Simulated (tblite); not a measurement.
Species: C₉H₁₀NP.
SMILES: `C#Cc1cccpc1N(C)C`

Level: GFN2-xTB in tblite, geometry and Hessian alike; calculated harmonic values, unscaled, isolated species. This tight-binding method is rough: wavenumbers can miss measured ones by several per cent, in bad cases by 10 to 20.

Harmonic wavenumbers (cm⁻¹): 50.2, 69.8, 83.3, 142.6, 163.8, 210.3, 233.5, 265.7, 283.6, 329.6, 358.0, 424.3, 430.7, 442.2, 472.6, 477.4, 586.9, 617.0, 664.6, 673.7, 728.0, 755.4, 850.4, 865.5, 910.1, 946.8, 991.5, 1052.6, 1085.3, 1107.8, 1117.4, 1142.0, 1199.2, 1216.1, 1253.5, 1329.7, 1346.7, 1390.7, 1410.9, 1432.4, 1468.8, 1470.9, 1477.3, 1492.9, 1509.3, 1521.7, 2242.5, 2882.5, 2908.7, 2971.7, 2994.5, 3007.5, 3033.0, 3050.9, 3068.9, 3073.7, 3395.0.

A = 1258, B = 1026, C = 589.1 MHz; mass 163.055 u (most abundant isotopes); point group C1, symmetry number 1.

Problem. Zero-point energy?

Solution. Half the sum of the wavenumbers: 35341 cm⁻¹ = 101.05 kcal/mol.

Problem. Give the ideal-gas entropy at 200 K and 1 bar in the rigid-rotor, harmonic-oscillator model (classical rotation).

Solution. Translation 39.22, rotation 29.24, vibration 22.35: S = 90.8 cal/(mol K).

Problem. And Cp and H(200 K) − H(0)?

Solution. Cp = 33.72 cal/(mol K), of which vibrations give 25.77 (their classical limit is 57 R = 113.3); H(200 K) − H(0) = 4.10 kcal/mol without the zero-point energy, 2.51 from vibrations.

Problem. Blend soft modes into free rotors: weight 1/[1 + (100 cm⁻¹/ν̃)⁴] for the oscillator and the rest for a rotor with moment μB/(μ + B), μ = h/(8π²ν), B = 10⁻⁴⁴ kg m². What vibrational entropy results?

Solution. 20.91 cal/(mol K) in place of 22.35, which changes −T·S at 200 K by +0.29 kcal/mol.

Problem. Which modes carry the vibrational entropy at 200 K?

Solution. 50.2 cm⁻¹: 4.02; 69.8 cm⁻¹: 3.38; 83.3 cm⁻¹: 3.03; 142.6 cm⁻¹: 2.02; 163.8 cm⁻¹: 1.77; 210.3 cm⁻¹: 1.34 cal/(mol K); the other 51 give 6.78 together.

Hindered rotation and anharmonicity are outside this model. The structure is chiral; the term R ln 2 for an equal mix with its mirror image is left out.

Shape of the structure used: `[CH:1]#[C:2][c:3]1[cH:4][cH:5][cH:6][p:7][c:8]1[N:9]([CH3:10])[CH3:11]`: P7–C8–N9–C10 136°.
